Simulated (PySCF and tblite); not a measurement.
Results of a calculation; reference values are marked as such.
C₇H₇FS, numbered as in [F:1][CH2:2][C:3]1=[CH:4]/[C:5](=[CH:6]\[SH:7])[CH:8]=[CH:9]1. Search: ETKDG and KDG, MMFF94s, GFN2-xTB, 90 starts; geometries at GFN2-xTB. Free energies are PBE0-D3(BJ)/def2-SVP (IEF-PCM, acetone) single points with GFN2-xTB rigid-rotor and vibrational terms (modes under about 100 cm⁻¹ blended into free rotors). Symmetry numbers and mirror images are counted. Conformers within 2.5 kcal/mol (GFN2-xTB free energy) were kept, 6 at most. GIAO shieldings: wB97X-D/pcSseg-1 (IEF-PCM, acetone). Shifts are against TMS (¹H), TMS (¹³C) at the same level. Codes: tblite and PySCF.

Torsions listed: F1–C2–C3–C4, C5–C6–S7–H7. The 5-ring runs over atoms 3–4–5–8–9. Of a mirror pair one member is shown.

```
conformer                    shape  point group  mirror pair  ΔE(DFT)  Δ(G−E) at 250 K  δ C4 (ppm)
        1      5-ring flat; 1°, 0°           Cs           no     0.00             0.00       114.6
        2    5-ring flat; 0°, 180°           Cs           no     0.02            -0.28       115.9
        3  5-ring flat; 126°, 180°           C1          yes     0.32            -0.27       123.1
        4   5-ring flat; -122°, 0°           C1          yes     0.40            -0.06       122.6
```

Energies in kcal/mol; the thermal term leaves out symmetry numbers and mirror images.

Problem. Work out the weights at 250 K and the ¹³C shift of C4 under fast exchange.

Solution. RT = 0.497 kcal/mol. Each conformer gets RT ln(σ/g), with σ the rotational symmetry number and g = 2 for a mirror pair: 1: σ = 1, g = 1, G = 0.00 + 0.00 + 0.00 = 0.00, 0.30 above the lowest, exp(−ΔG/RT) = 0.547; 2: σ = 1, g = 1, G = 0.02 − 0.28 + 0.00 = -0.26, 0.04 above the lowest, exp(−ΔG/RT) = 0.926; 3: σ = 1, g = 2, G = 0.32 − 0.27 − 0.34 = -0.30, 0.00 above the lowest, exp(−ΔG/RT) = 1.000; 4: σ = 1, g = 2, G = 0.40 − 0.06 − 0.34 = -0.01, 0.29 above the lowest, exp(−ΔG/RT) = 0.555. The sum is 3.027, so the weights are 18.1, 30.6, 33.0, 18.3 %. The averaged shift is 119.3 ppm. At 298.15 K it is 119.5 ppm. At 298.15 K the leading conformer alone gives 123.1 ppm and bare DFT energies give 118.0 ppm.

The minima are those of GFN2-xTB; planar forms about aryl–S or allylic bonds may be saddles in DFT.
